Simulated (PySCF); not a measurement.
A geometry optimisation on `[Br][AlH2-][O+](C)C`.

Computed with PBE0-D3(BJ)/def2-SVP geometry optimisation, gas phase (PySCF 2.14.0). Start geometry: GFN2-xTB. A driver script takes a list of jobs; this job's settings line and coordinates (Å) are shown.

Input:
```
{"job": {"xc": "PBE0", "basis": "def2-SVP", "d3": "d3bj", "grid": 1, "maxiter": 30, "shake": 0.01, "kind": "geom"}, "charge": 0, "multiplicity": 1}
C     -1.062790    -1.080470    -0.265180
O     -0.108110    -0.101940     0.071110
C     -0.655840     1.113610     0.559850
Al     1.824300    -0.200400    -0.196340
Br     2.156200     1.298260    -1.861540
H     -1.766410    -0.653010    -1.030740
H     -0.541780    -1.918770    -0.670900
H     -1.637240    -1.346660     0.610310
H     -1.248590     1.612410    -0.174650
H     -1.236080     0.932850     1.475570
H      0.202860     1.753530     0.830330
H      1.865280    -1.704280    -0.564570
H      2.214010     0.277970     1.206430
```

**Question.** Estimate the output.

**Answer.** 
```
step   0  E = -2971.80179479  max force = 0.024971
step   1  E = -2971.80687407  max force = 0.006396
step   2  E = -2971.80731428  max force = 0.002709
step   3  E = -2971.80745331  max force = 0.002373
step   4  E = -2971.80748515  max force = 0.003686
step   5  E = -2971.80755209  max force = 0.003462
step   6  E = -2971.80770203  max force = 0.001518
step   7  E = -2971.80775597  max force = 0.001653
step   8  E = -2971.80784293  max force = 0.001932
step   9  E = -2971.80794355  max force = 0.001309
step  10  E = -2971.80808160  max force = 0.001768
step  11  E = -2971.80823537  max force = 0.002274
step  12  E = -2971.80847123  max force = 0.001738
step  13  E = -2971.80866996  max force = 0.001449
step  14  E = -2971.80878138  max force = 0.000821
step  15  E = -2971.80872123  max force = 0.002501
step  16  E = -2971.80886070  max force = 0.000339
step  17  E = -2971.80887143  max force = 0.000300
optimisation converged
```

Energies in Eh; «max force» is the largest Cartesian gradient component in Eh/bohr.

**Question.** How much energy does the optimisation release, in kcal/mol?

**Answer.** E(step 0) − E(last step) = 0.007077 Eh, which is 4.4 kcal/mol.

**Question.** Give the first gradient maximum in eV/Å.

**Answer.** With 1 Eh/bohr = 51.422 eV/Å, 1.284 eV/Å.

In short: final energy -2971.80887 Eh after 17 steps; dipole 5.45 D.

**Question.** Give the final coordinates.

**Answer.** 0.413 Å rms from the input after alignment:
```
atom  x, y, z in Å
C1    -1.2604   -1.2986   -0.9910
O2    -0.5297   -0.6635    0.0560
C3    -1.1370    0.5331    0.5413
Al4    1.4392   -0.6453   -0.1063
Br5    1.5477    0.9356   -1.8023
H6    -1.3030   -0.6424   -1.8744
H7    -0.7263   -2.2232   -1.2411
H8    -2.2732   -1.5337   -0.6322
H9    -1.1642    1.2923   -0.2560
H10   -2.1518    0.3032    0.8969
H11   -0.5191    0.8925    1.3730
H12    1.7090   -2.1398   -0.5773
H13    1.8499   -0.0911    1.3261
```

On Arm Neoverse V2, one thread, shared host with 96 logical CPUs at a one-minute load of 45, this took 2.2 min wall and 0.56 GiB of memory at its peak.
Labels such as C1 count atoms from 1, the log's own numbers from 0.
